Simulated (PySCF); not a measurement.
# 15N chemical shifts

[PySCF 2.14.0 with density-fitted response routines: PBE0/pcSseg-1 with gauge-including orbitals; GFN2-xTB structure; one conformer; equivalent nuclei averaged; no relativistic terms; isolated molecule]

Shieldings were converted by a linear fit to measured shifts: 15N: δ = -148.07 − 0.921σ (rms 6.3 ppm, 71 shifts vs CH3NO2, solution or neat liquid). A few per cent of atoms miss by over 2 rms, more outside the fitted compound classes.

Task: Give the 15N shifts of `[SiH3]c1ccc(Cl)cn1`, `[SiH3]Cc1cncn1[SiH3]`, `CC(C)([SiH2]N)[SiH2]C#N`, `C[C@@]([SiH3])(CC#N)[SiH2]N`.

Result: 
```csv
compound,environment,δ (ppm)
[SiH3]c1ccc(Cl)cn1,pyridine-type ring nitrogen,-38.2
[SiH3:1][CH2:2][c:3]1[cH:4][n:5][cH:6][n:7]1[SiH3:8],N5: pyridine-type nitrogen of an azole,-104.4
[SiH3:1][CH2:2][c:3]1[cH:4][n:5][cH:6][n:7]1[SiH3:8],N7: pyrrole-type ring nitrogen,-234.5
[CH3:1][C:2]([CH3:3])([SiH2:4][NH2:5])[SiH2:6][C:7]#[N:8],N8: nitrile nitrogen,-58.3
[CH3:1][C:2]([CH3:3])([SiH2:4][NH2:5])[SiH2:6][C:7]#[N:8],"N5: nitrogen bonded to Si, 2 H",-385.8
[CH3:1][C@@:2]([SiH3:3])([CH2:4][C:5]#[N:6])[SiH2:7][NH2:8],N6: nitrile nitrogen,-114.4
[CH3:1][C@@:2]([SiH3:3])([CH2:4][C:5]#[N:6])[SiH2:7][NH2:8],"N8: nitrogen bonded to Si, 2 H",-394.2
```

Task: Order these by 15N shift, lowest first.
A. O[Si@H]1OCc2cccn21
B. F[SiH2]N([SiH3])[SiH]1C=CC=C1
C. C[C@]1(CC#N)CCC1=S
D. [H]/N=C(/CC#C[SiH3])C(=O)O
E. C=N[C@H]([SiH3])C(=C=O)C=O
F. [SiH3]N[SiH]([SiH3])[SiH3]

Result: F (-408.4 ppm, nitrogen bonded to 2 Si, H), B (-370.5 ppm, nitrogen bonded to 3 Si), A (-214.5 ppm, pyrrole-type ring nitrogen), C (-115.0 ppm, nitrile nitrogen), D (-52.2 ppm, imine nitrogen), E (-29.6 ppm, imine nitrogen).
